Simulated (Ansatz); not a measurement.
`C[O][Sn][Br]`. Total charge 0; spin multiplicity 1. Sn takes the def2 core potential. All single points use the PBE0-D4/def2-TZVP geometry. It is one conformer, not always the lowest.

```xyz
7

C    -0.365   -0.832    0.038
O    -0.605    0.307    0.824
Sn    0.141    2.117    0.796
Br    1.758    1.864   -1.154
H    -1.296   -1.146   -0.446
H     0.388   -0.657   -0.737
H    -0.022   -1.653    0.678
```

Q: What is the dipole moment at B3LYP/def2-TZVPP? (Best estimate.)

A: The calculation gave: 1.91 D, with components (-1.08, 0.56, 1.48) D in this frame, pointing from negative to positive charge.

Q: And with PBE, r2SCAN, ωB97M-V? (An estimate is asked.)

A: The calculation gave: PBE 1.77 D, r2SCAN 1.81 D, ωB97M-V 1.98 D.

Q: Give the Mulliken charges with B3LYP, ωB97M-V, PBE in def2-TZVPP. (Estimate.)

A: Ansatz gave: 
| atom | B3LYP | ωB97M-V | PBE |
| --- | --- | --- | --- |
| C1 | -0.08 | -0.14 | -0.10 |
| O2 | -0.53 | -0.53 | -0.45 |
| Sn3 | 0.74 | 0.73 | 0.66 |
| Br4 | -0.41 | -0.39 | -0.38 |
| H5 | 0.10 | 0.11 | 0.10 |
| H6 | 0.09 | 0.11 | 0.08 |
| H7 | 0.10 | 0.11 | 0.10 |

B3LYP here is the variant with VWN-RPA as its local correlation; programs differ in this.
